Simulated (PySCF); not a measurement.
# Excitation energy of As by level of theory

As [Ar] 3d10 4s2 4p3 (4S) → As [Ar] 3d10 4s1 4p3 5s1 (6S), as a difference of total energies. Computed with PySCF 2.14 in dyall-av2z, with the non-relativistic Hamiltonian (point nucleus). Correlated levels: valence: [Ar] 3d10 frozen; virtual orbitals above 40 to 60 times the deepest correlated orbital energy dropped. The calculations carry no spin-orbit coupling.

```tsv
method	excitation energy (eV)
UHF	10.913
LDA	13.437
PBE	13.202
PBE0	12.932
r2SCAN	12.794
HSE06	12.971
M06-2X	13.043
revPBE	13.045
r2SCAN0	12.633
MP2 (valence)	11.917
SCS-MP2 (valence)	12.285
```

Q: How much does correlation contribute at MP2 (valence)?

A: 11.917 − (10.913) = 1.004 eV, measured against UHF.

The upper state lies above the first ionisation limit, but in LS coupling its spin forbids autoionisation to the ground ion. A Rydberg-like electron needs more diffuse functions than a valence basis has.

The promoted electron is Rydberg-like, and one or two diffuse shells describe it only roughly, which tends to raise the upper state.
